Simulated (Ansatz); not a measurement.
| atom | x (Å) | y (Å) | z (Å) |
| --- | --- | --- | --- |
| Mg | 0.0000 | 0.0000 | 0.0000 |
| B | 0.0000 | 2.5865 | 1.9847 |
| Si | 0.0000 | -2.8969 | 2.2229 |

Basis set: pcseg-2 (spherical functions). Charge 0, multiplicity 2.

Computed with Ansatz (development build ahead of 0.2.0); each method stands on the lowest determinant of its kind that the runs found. Restricted functionals stand beside restricted open-shell atoms, which can lie above the unrestricted atoms usual in DFT and then raise those values.

(1) Give the atomization energy at this shape (free ground-state atoms in the same class of orbitals less the molecule, no zero-point energy) of doublet MgBSi by ωB97X (unrestricted), ωB97X (restricted open-shell).

Results:

(1)

| method | atomization energy |
| --- | --- |
| ωB97X (unrestricted) | 40.0 kJ/mol |
| ωB97X (restricted open-shell) | -52.8 kJ/mol |

Caution: the shape is not the minimum. Caution for ωB97X (unrestricted): the unrestricted determinant is a mixture of spin states. Caution for ωB97X (restricted open-shell): an unrestricted determinant lies well below.
